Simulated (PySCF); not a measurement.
## Correlation energy of Te³²⁺ (tellurium, charge +32)

[Ar] 3d2, high-spin 3F determinant. Calculation: PySCF 2.14, in an uncontracted even-tempered set (18 s from 5 bohr⁻², ratio 2.5; 12 p from 6.5 bohr⁻², ratio 2.5; 8 d from 6.5 bohr⁻², ratio 2.5; 4 f from 23 bohr⁻², ratio 2.7; 3 g from 34 bohr⁻², ratio 2.7); the spin-free X2C one-electron Hamiltonian (Gaussian nucleus). Frozen: [Ne]; 10 electrons correlated; the 30 highest virtual orbitals of each spin left out.

```
  level  correlation energy (mhartree)
   CCSD                        -473.90
    (T)                          -2.82
CCSD(T)                        -476.72
```

Diagnostics: T1 = 0.00043, D1 = 0.0009, largest double amplitude 0.025.

Task: Is a single reference adequate?

Result: Yes, within this model without spin-orbit coupling: T1 lies below 0.03 and no double amplitude reaches 0.07.

At this charge the one-electron X2C treatment keeps the bare 1/r₁₂, with no two-electron picture change or Breit term. The effect here is smaller than on the frozen 1s shell; and a scalar Hamiltonian misses the large spin-orbit splitting of the p shells, which matters for ns² → np² pairs.
